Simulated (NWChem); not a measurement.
Molecule: SbBrCl2; SMILES [Cl][Sb]([Cl])[Br]

```xyz
4

Sb     0.6061    -0.4686     0.0000
Cl    -0.7105    -1.2994     1.8151
Cl    -0.7105    -1.2994    -1.8151
Br    -0.1929     1.9450     0.0000
```
Atoms are numbered in this order, from 1.

The geometry was optimised at PBE-D3(BJ)/def2-SVP. def2 effective core potentials on Sb; no spin-orbit coupling.

Symmetry labels are those of Cs in the frame above (b1 and b2, or b-type labels, depend on it).

Question: List the 6 lowest vertical singlet excitations from BHandHLYP/def2-SVP with def2 effective core potentials on Sb, TDA (NWChem).

Answer: 
```tsv
state	energy (eV)	oscillator strength	symmetry	leading excitation (squared amplitude)
S1	5.18	0.033	a'	HOMO → LUMO (0.66)
S2	5.32	0.001	a"	HOMO−1 → LUMO (0.82)
S3	5.50	0.049	a'	HOMO → LUMO+2 (0.79)
S4	5.55	0.049	a"	HOMO → LUMO+1 (0.65)
S5	5.77	0.031	a'	HOMO−2 → LUMO (0.40)
S6	5.88	0.000	a"	HOMO−2 → LUMO+1 (0.34)
```
